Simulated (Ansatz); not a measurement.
Born–Oppenheimer molecular dynamics of BClH$_{6}$NP (10 atoms, charge 0, multiplicity 1). It starts at the highest image of a converged band. Of that band: Neighbouring images differ by up to 1.4 eV, so the band resolves the path poorly. A vibrational analysis at the climbing image gives one clearly imaginary mode, 1246i cm⁻¹: a first-order saddle point.

Theory: RKS BLYP/def2-SVP in Ansatz 0.2.0.

```json
{
  "ensemble": "NVE (velocity Verlet)",
  "time step": "0.5 fs",
  "steps asked": "200",
  "starting velocities drawn for": "100 K",
  "seed": "2576"
}
```

First frame:

```xyz
10
Properties=species:S:1:pos:R:3
B -0.042 0.183 0.361
N -0.159 -0.177 1.861
H -0.940 -0.782 2.138
H 0.704 -0.394 2.373
H 1.086 0.411 -0.017
Cl -1.143 -0.763 -0.745
P -0.842 2.329 0.284
H -2.122 2.350 0.946
H -0.156 3.092 1.298
H -0.558 1.125 1.527
```

Problem. How far do the bonds stretch over the last three quarters of this one trajectory? (Pairs bonded in most of those frames.)

Solution. 
| bond | mean (Å) | spread (Å) | shortest | longest |
| --- | --- | --- | --- | --- |
| B1–N2 | 1.835 | 0.184 | 1.50 | 2.07 |
| B1–H5 | 1.218 | 0.017 | 1.17 | 1.26 |
| B1–Cl6 | 1.898 | 0.073 | 1.78 | 2.02 |
| B1–P7 | 2.003 | 0.141 | 1.80 | 2.19 |
| N2–H3 | 1.040 | 0.029 | 0.98 | 1.09 |
| N2–H4 | 1.045 | 0.038 | 0.97 | 1.12 |
| N2–H10 | 1.044 | 0.058 | 0.94 | 1.14 |
| P7–H8 | 1.450 | 0.013 | 1.43 | 1.47 |
| P7–H9 | 1.448 | 0.006 | 1.43 | 1.46 |

Mean temperature of the second half: 761 K. The conserved energy stayed within 0.41 meV per atom of its start (net change -0.043 meV per atom), so the integration is sound. The kinetic energy rose, since the run started high on the potential surface and went downhill. A run of 0.1 ps of so small a system gives no equilibrium averages. The orbitals stay closed-shell, which can raise the energy where a bond breaks towards radicals; this wasn't checked here.

The run took 5.7 min on 2 threads of Arm Neoverse V1, on a shared host, peak memory 0.13 GiB.
